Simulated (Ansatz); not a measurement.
A nudged elastic band was laid between two geometries of C2H4BClO (9 atoms, charge 0, multiplicity 1).

Level of theory: RKS PBE/def2-SVP in Ansatz.

```yaml
movable_images: 7
climbing_image: yes
spring: 5.0 eV/Å²
optimiser: fire
start_path: IDPP
force_threshold: 0.05 eV/Å
iteration_limit: 60
end_points: relaxed
largest_step: 0.02 Å
```

Image 0:

```xyz
9
Properties=species:S:1:pos:R:3
B -0.247 1.755 -0.608
O -0.179 0.689 0.246
C 0.125 -0.614 0.006
C 0.156 -1.510 1.008
Cl 0.468 -1.069 -1.648
H -0.549 2.803 -0.075
H -0.018 1.633 -1.791
H -0.067 -1.173 2.030
H 0.400 -2.560 0.814
```

Image 8:

```xyz
9
Properties=species:S:1:pos:R:3
B -0.553 1.590 -0.090
O 0.611 0.873 -0.047
C 0.692 -0.477 -0.237
C 0.033 -1.399 0.485
Cl 1.817 -0.886 -1.499
H -0.448 2.770 0.171
H -1.595 1.033 -0.377
H -0.647 -1.083 1.288
H 0.179 -2.468 0.289
```

**Question.** Which bonds break or form, and what moves?

**Answer.** No bond is made or broken. The dihedral B1–O2–C3–Cl5 goes from -1 to 125°.

**Question.** Give the energies along the band, and the barrier.

**Answer.** It converged. The highest image is number 5 of 0 to 8, 1.7 kcal/mol above the first end and 0.3 kcal/mol above the last; the last end lies 1.4 kcal/mol above the first. Another band between the same ends (7 images) ends at a top of the same energy, where a vibrational analysis finds 1 clearly imaginary mode.

```csv
image,path coordinate (Å),energy (kcal/mol),dihedral B1–O2–C3–Cl5 (°)
0,0.00,0.0,-1
1,0.40,0.1,15
2,0.80,0.5,31
3,1.20,1.1,48
4,1.60,1.5,64
5,2.00,1.7,80
6,2.40,1.7,95
7,2.80,1.5,110
8,3.20,1.4,125
```

**Question.** What is the geometry of the highest image?

**Answer.** 
```xyz
9
Properties=species:S:1:pos:R:3
B -0.321 1.692 -0.378
O 0.428 0.788 0.324
C 0.520 -0.541 0.006
C -0.124 -1.502 0.685
Cl 1.624 -0.868 -1.304
H -0.318 2.820 0.068
H -0.943 1.344 -1.363
H -0.786 -1.217 1.514
H 0.009 -2.561 0.431
```

The band took 39 iterations and of the order of 11 core-minutes.

Time of the run: 5.8 min on 2 threads of Intel(R) Xeon(R) Platinum 8488C (Sapphire Rapids), on a shared host, peak memory 0.14 GiB.
